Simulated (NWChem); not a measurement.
# CH4BaN2S

```xyz
9

Ba     0.5747     0.1104    -0.0009
S     -0.8381     2.6613     0.0018
H     -2.1087     2.1995    -0.0017
C     -0.9242    -2.5022     0.0013
N     -0.5515    -1.9715    -1.1522
N     -0.5444    -1.9739     1.1534
H     -1.5755    -3.4026     0.0023
H     -0.9431    -2.4626    -1.9489
H     -0.9301    -2.4673     1.9516
```
Atoms are numbered in this order, from 1.

Coordinates come from a PBE0/def2-SVP optimisation. Not confirmed as a minimum by frequencies. def2 effective core potentials on Ba; no spin-orbit coupling.

### Question
List the 4 lowest vertical singlet excitations from PBE/def2-SVP with def2 effective core potentials on Ba, full TDDFT (NWChem).

### Answer
```
state  energy (eV)  oscillator strength  leading excitation (squared amplitude)
-----  -----------  -------------------  --------------------------------------
S1            2.63                0.010                      HOMO → LUMO (1.00)
S2            2.98                0.019                    HOMO−1 → LUMO (0.99)
S3            3.13                0.001                    HOMO−2 → LUMO (1.00)
S4            3.57                0.009                    HOMO → LUMO+1 (0.99)
```
